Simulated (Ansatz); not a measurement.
CH6AlFOSi, SMILES `C[SiH](F)[O][AlH2]`, relaxed with RKS PBE-D4/def2-SVP in the Gaussian-basis code of Ansatz from a rough embedded geometry. The force threshold is 0.03 eV/Å; the program also tests the step.

The species carries charge 0 and has multiplicity 1.

Start:

```xyz
11

C     1.269    0.117    0.986
Si    0.413    0.734   -0.562
F     1.533    1.539   -1.516
O    -0.217   -0.660   -1.484
Al   -1.800   -1.100   -0.591
H     0.529   -0.289    1.669
H     1.707    1.050    1.489
H     2.057   -0.546    0.712
H    -0.610    1.707   -0.258
H    -3.132   -0.440   -1.083
H    -1.748   -2.112    0.638
```

```json
{"step": "1", "energy (eV)": "-20353.2974", "largest force (eV/Å)": "2.929", "largest move (Å)": "0.000"}
{"step": "2", "energy (eV)": "-20353.7263", "largest force (eV/Å)": "1.915", "largest move (Å)": "0.143"}
{"step": "3", "energy (eV)": "-20353.9545", "largest force (eV/Å)": "0.638", "largest move (Å)": "0.193"}
{"step": "4", "energy (eV)": "-20354.0704", "largest force (eV/Å)": "0.415", "largest move (Å)": "0.189"}
{"step": "5", "energy (eV)": "-20354.1337", "largest force (eV/Å)": "0.409", "largest move (Å)": "0.196"}
{"step": "6", "energy (eV)": "-20354.1345", "largest force (eV/Å)": "0.674", "largest move (Å)": "0.195"}
{"step": "7", "energy (eV)": "-20354.2061", "largest force (eV/Å)": "0.192", "largest move (Å)": "0.185"}
{"step": "8", "energy (eV)": "-20354.2180", "largest force (eV/Å)": "0.131", "largest move (Å)": "0.114"}
{"step": "9", "energy (eV)": "-20354.2208", "largest force (eV/Å)": "0.092", "largest move (Å)": "0.070"}
{"step": "10 (rejected)", "energy (eV)": "-20354.2200", "largest force (eV/Å)": "0.140", "largest move (Å)": "0.090"}
{"step": "11", "energy (eV)": "-20354.2224", "largest force (eV/Å)": "0.045", "largest move (Å)": "0.043"}
{"step": "13", "energy (eV)": "-20354.2230", "largest force (eV/Å)": "0.025", "largest move (Å)": "0.014"}
{"step": "15", "energy (eV)": "-20354.2236", "largest force (eV/Å)": "0.044", "largest move (Å)": "0.027"}
{"step": "17 (rejected)", "energy (eV)": "-20354.2231", "largest force (eV/Å)": "0.096", "largest move (Å)": "0.132"}
{"step": "19 (rejected)", "energy (eV)": "-20354.2242", "largest force (eV/Å)": "0.093", "largest move (Å)": "0.099"}
{"step": "21", "energy (eV)": "-20354.2258", "largest force (eV/Å)": "0.045", "largest move (Å)": "0.049"}
{"step": "23 (rejected)", "energy (eV)": "-20354.2262", "largest force (eV/Å)": "0.111", "largest move (Å)": "0.110"}
{"step": "25", "energy (eV)": "-20354.2281", "largest force (eV/Å)": "0.053", "largest move (Å)": "0.055"}
{"step": "27", "energy (eV)": "-20354.2295", "largest force (eV/Å)": "0.063", "largest move (Å)": "0.075"}
{"step": "29 (rejected)", "energy (eV)": "-20354.2288", "largest force (eV/Å)": "0.116", "largest move (Å)": "0.140"}
{"step": "31", "energy (eV)": "-20354.2308", "largest force (eV/Å)": "0.024", "largest move (Å)": "0.040"}
{"step": "33", "energy (eV)": "-20354.2313", "largest force (eV/Å)": "0.036", "largest move (Å)": "0.011"}
{"step": "34", "energy (eV)": "-20354.2319", "largest force (eV/Å)": "0.020", "largest move (Å)": "0.076"}
```

End:

```xyz
11

C     1.657    0.333    0.977
Si    0.274    0.896   -0.142
F     0.899    1.154   -1.639
O    -0.896   -0.268   -0.253
Al   -2.122   -1.337   -0.809
H     1.280    0.150    2.003
H     2.459    1.097    1.033
H     2.104   -0.610    0.601
H    -0.353    2.188    0.293
H    -2.495   -1.343   -2.358
H    -2.808   -2.261    0.293
```

It took 35 s on 4 threads of an Arm Neoverse V2 on a shared host, with 0.19 GiB of host memory at the peak.
